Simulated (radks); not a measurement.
Results of a calculation; reference values are marked as such.
Question: Sm3.8+, 58.2 electrons, occupied as [Kr] 4d10 4f5 5s2 5p(up 3, down 2.2) (fractional occupations, a model configuration). Code: a radial shooting solver on a logarithmic mesh with Libxc functionals. Model: scalar-relativistic Kohn-Sham, PBEsol, spin-polarised, spherical densities, finite nucleus; open shells are filled with parallel spins first (spin-orbit coupling, left out, can overturn this in heavy ions); Fermi nuclear charge, rms radius 5.0819 fm. Some entries of the table are withheld. Estimate them.

orbital,occ.,eigenvalue (eV),<r> (bohr),<r^2> (bohr^2)
1s up,1,-46695.36,0.02275,0.0007053
1s down,1,-46695.30,0.02275,0.0007053
2s up,1,-7667.199,0.09704,0.01112
2s down,1,-7667.128,0.09704,0.01112
2p up,3,-6845.618,0.08549,0.008921
2p down,3,-6845.541,0.08549,0.008920
3s up,1,-1714.627,0.2552,0.07438
3s down,1,-1712.808,0.2550,0.07428
3p up,3,-1457.734,0.2535,0.07447
3p down,3,-1455.920,0.2533,0.07434
3d up,5,-1109.327,0.2312,0.06285
3d down,5,-1107.914,0.2309,0.06270
4s up,1,-376.8580,0.5787,0.3779
4s down,1,-372.4850,0.5786,0.3777
4p up,3,-292.2804,0.6123,0.4263
4p down,3,-287.9155,0.6122,0.4262
4d up,5,-173.5334,(1),(2)
4d down,5,-169.1681,(3),(4)
5s up,1,-83.5284,1.355,2.056
5s down,1,-80.4687,1.371,2.105
5p up,3,-61.7292,1.540,2.665
5p down,2.2,-59.2013,1.565,2.754
4f up,5,-45.7961,0.8801,0.9794
4f down,0,-41.6718,0.9008,1.038

Answer: 
(1) 4d up <r> (bohr): 0.6677
(2) 4d up <r^2> (bohr^2): 0.5168
(3) 4d down <r> (bohr): 0.6679
(4) 4d down <r^2> (bohr^2): 0.5174
